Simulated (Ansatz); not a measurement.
Energy profile

The step: SnH₃Br ([Br][SnH3]) + H₂O → SnH₄O ([OH][SnH3]) + HBr; bonds formed: Sn1–O7, Br2–H6; bonds broken: Sn1–Br2, H6–O7 (atoms numbered as in the saddle structure below).

| atom | x (Å) | y (Å) | z (Å) |
| --- | --- | --- | --- |
| Sn1 | -0.8593 | -0.5339 | -0.3274 |
| Br2 | 2.6569 | -0.3053 | 0.0098 |
| H3 | -0.3569 | -0.7484 | -1.9219 |
| H4 | -0.5148 | -1.7575 | 0.7890 |
| H5 | -2.4503 | 0.0611 | -0.1762 |
| H6 | 1.3437 | 0.6834 | 0.2194 |
| O7 | 0.1877 | 1.1322 | 0.2631 |
| H8 | -0.0071 | 1.4683 | 1.1442 |

Electronic energies by CCSD(T) at an estimated basis limit (MP2 extrapolated from triple and quadruple zeta, plus CCSD(T) − MP2 in triple zeta), on PBE0-D4/def2-TZVP structures; SnH5BrO, singlet; no counterpoise correction. Ansatz 0.2.0; basis: def2-TZVPP and def2-QZVPP; cores frozen in the correlated methods. Filled d shells of the heavier atoms are correlated. Core potentials replace the inner electrons of the atoms past krypton. The def2 sets are not built for correlating such inner shells, so the correlated values are less sure here. Extrapolation: Hartree–Fock as exp(−7.88 √X), correlation as X^−2.97.

Q: Give the profile in kJ/mol, counted from the separated reactants. (An estimate is asked for; the value comes from the calculation.)

A: By the calculation:
```json
{"point": "separated: SnH3Br (linked as [Br][SnH3]; Sn1, Br2, H3, H4, H5; singlet) + H2O (H6, O7, H8; singlet)", "kJ/mol": "0.0"}
{"point": "start structure", "kJ/mol": "-19.3"}
{"point": "saddle", "kJ/mol": "75.4"}
{"point": "end structure", "kJ/mol": "67.0"}
{"point": "separated: SnH4O (linked as [OH][SnH3]; Sn1, H3, H4, H5, O7, H8; singlet) + HBr (Br2, H6; singlet)", "kJ/mol": "94.6"}
```

T1 diagnostic: at most 0.014.

The step is the kind of ligand exchange by which a precursor binds to a hydroxyl group, or is hydrolysed, in atomic layer deposition of oxides.

For scale, one of the runs: CCSD(T)/def2-TZVPP, 199 basis functions, launched by `ansatz run in.yaml --threads 4 --pin off --events-out ev --progress --plain --max-ram 9574MiB`. Hardware: 4 CPU threads of an Arm Neoverse V1, shared host. Wall time 2.1 min; peak host memory 2.8 GiB.
